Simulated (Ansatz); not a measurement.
Start from `[SiH3]C1B[SiH2][SiH2]1` and change one atom or group to get `B1C[SiH2][SiH2]1`.

Ansatz, PBE0-D4/def2-TZVP geometries, multiplicity 1. 

| property | `[SiH3]C1B[SiH2][SiH2]1` |
| --- | --- |
| size of the dipole moment (PBE/def2-TZVPP) / D | 0.56 |
| LUMO energy (B3LYP/def2-TZVPP) / eV | -1.75 |
| HOMO–LUMO gap (PBE0/def2-TZVPP) / eV | 5.31 |
| HOMO–LUMO gap (B3LYP/def2-TZVPP) / eV | 4.99 |
| HOMO energy (PBE0/def2-TZVPP) / eV | -6.93 |
| HOMO–LUMO gap (ωB97M-V/def2-TZVPP) / eV | 9.15 |

Problem. What does the change do to each property? (Best estimate.)

Solution. Computed: 
```json
{"property": "size of the dipole moment (PBE/def2-TZVPP) / D", "`B1C[SiH2][SiH2]1`": "0.73", "shift": "0.17"}
{"property": "LUMO energy (B3LYP/def2-TZVPP) / eV", "`B1C[SiH2][SiH2]1`": "-1.42", "shift": "0.33"}
{"property": "HOMO–LUMO gap (PBE0/def2-TZVPP) / eV", "`B1C[SiH2][SiH2]1`": "5.60", "shift": "0.29"}
{"property": "HOMO–LUMO gap (B3LYP/def2-TZVPP) / eV", "`B1C[SiH2][SiH2]1`": "5.26", "shift": "0.27"}
{"property": "HOMO energy (PBE0/def2-TZVPP) / eV", "`B1C[SiH2][SiH2]1`": "-6.88", "shift": "0.05"}
{"property": "HOMO–LUMO gap (ωB97M-V/def2-TZVPP) / eV", "`B1C[SiH2][SiH2]1`": "9.44", "shift": "0.29"}
```

With PBE0 the HOMO rises by 0.05 eV and the LUMO rises by 0.33 eV, so the gap widens by about 0.28 eV. PBE moves the HOMO by 0.04 eV and ωB97M-V by 0.06 eV. Dipoles are sizes alone; their direction can turn.

B3LYP here is the variant with VWN-RPA as its local correlation; programs differ in this.
